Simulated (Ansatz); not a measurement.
Bi₈O₁₇H₁₀. The state is a triplet with charge 0. Geometry PBE-D4/def2-SVP, that of the neutral singlet; atoms count from 1.

```xyz
35

Bi    0.833    1.511   -0.826
Bi   -1.187   -0.709    2.141
Bi    0.009   -2.073   -1.511
Bi    2.325    0.263    2.639
Bi   -2.944    0.383   -1.298
Bi   -0.626    3.217    2.339
Bi    3.395   -0.937   -0.787
Bi    1.442   -3.067    1.396
O    -0.046    2.061   -2.856
O     2.738    0.666    0.560
O     2.539    2.663   -1.410
O     1.647   -0.386   -1.899
O     2.262   -2.764   -0.609
O     3.562   -1.638    1.614
O    -1.141   -0.167   -2.419
O    -0.564    3.493    0.239
O    -2.264    2.477   -1.439
O    -0.203   -3.909    0.101
O    -2.377   -1.976   -0.912
O     1.041   -1.422    2.965
O     0.276   -1.219    0.497
O    -2.488    2.291    2.568
O     0.459    1.359    2.279
O    -2.271    0.514    0.681
O    -2.038   -2.687    1.686
H     0.655    2.380   -3.457
H     3.158    2.456   -0.679
H     4.327   -2.104    2.006
H    -0.654    0.650   -2.833
H    -1.379    3.135   -0.298
H    -1.599    2.570   -2.180
H    -0.998   -3.650    0.666
H    -2.871   -2.592   -1.488
H    -2.598    1.707    1.743
H    -2.419   -2.496    0.781
```

In the def2 sets Bi takes a core potential; there is no spin–orbit coupling. Single mean-field runs in def2-SVP are fitted with def2-universal-jkfit. At PBE0-D4/def2-SVP a singlet of charge 0 lies 3.97 eV below the triplet at the same geometry.

Question: Estimate the Mulliken populations of the heavy atoms from the PBE0/def2-SVP orbitals of Ansatz.

Answer: 
| atom | charge (e) | spin (α − β) |
| --- | --- | --- |
| Bi1 | 1.12 | 0.01 |
| Bi2 | 1.25 | 0.02 |
| Bi3 | 1.24 | 0.05 |
| Bi4 | 1.10 | 0.18 |
| Bi5 | 1.20 | 0.01 |
| Bi6 | 1.10 | 0.04 |
| Bi7 | 1.16 | 0.03 |
| Bi8 | 0.90 | 0.67 |
| O9 | -0.59 | 0.00 |
| O10 | -0.80 | -0.01 |
| O11 | -0.55 | 0.00 |
| O12 | -0.78 | 0.01 |
| O13 | -0.73 | 0.11 |
| O14 | -0.59 | 0.00 |
| O15 | -0.64 | 0.02 |
| O16 | -0.61 | 0.00 |
| O17 | -0.60 | 0.01 |
| O18 | -0.53 | 0.24 |
| O19 | -0.60 | 0.00 |
| O20 | -0.62 | 0.47 |
| O21 | -0.79 | 0.00 |
| O22 | -0.58 | 0.00 |
| O23 | -0.82 | 0.00 |
| O24 | -0.81 | 0.05 |
| O25 | -0.57 | 0.09 |
Mulliken values depend strongly on the basis.

Question: Where does the spin sit?

Answer: Summed by element: Bi 1.00, O 1.01, H -0.01, of 2 unpaired in all. Largest on single atoms: Bi8 0.67, O20 0.47, O18 0.24.

Question: And the Mayer bond orders between heavy atoms (over 0.3)?

Answer: Bi1–O9 0.56 (2.28 Å); Bi1–O11 0.91 (2.14 Å); Bi1–O12 0.45 (2.33 Å); Bi2–O20 0.31 (2.48 Å); Bi2–O21 0.54 (2.26 Å); Bi2–O24 0.64 (2.19 Å); Bi2–O25 0.76 (2.20 Å); Bi3–O12 0.46 (2.38 Å); Bi3–O13 0.32 (2.52 Å); Bi3–O15 0.36 (2.40 Å); Bi3–O18 0.36 (2.45 Å); Bi3–O19 0.38 (2.46 Å); Bi3–O21 0.65 (2.20 Å); Bi4–O10 0.73 (2.16 Å); Bi4–O14 0.34 (2.49 Å); Bi4–O20 0.70 (2.14 Å); Bi4–O23 0.62 (2.19 Å); Bi5–O15 0.67 (2.19 Å); Bi5–O17 0.73 (2.21 Å); Bi5–O19 0.37 (2.46 Å); Bi5–O24 0.79 (2.10 Å); Bi6–O16 0.86 (2.12 Å); Bi6–O22 0.98 (2.09 Å); Bi6–O23 0.72 (2.15 Å); Bi7–O10 0.67 (2.19 Å); Bi7–O12 0.79 (2.14 Å); Bi7–O13 0.73 (2.16 Å); Bi7–O14 0.31 (2.51 Å); Bi8–O13 0.63 (2.19 Å); Bi8–O18 0.55 (2.26 Å); Bi8–O20 0.41 (2.31 Å); Bi8–O21 0.35 (2.36 Å).
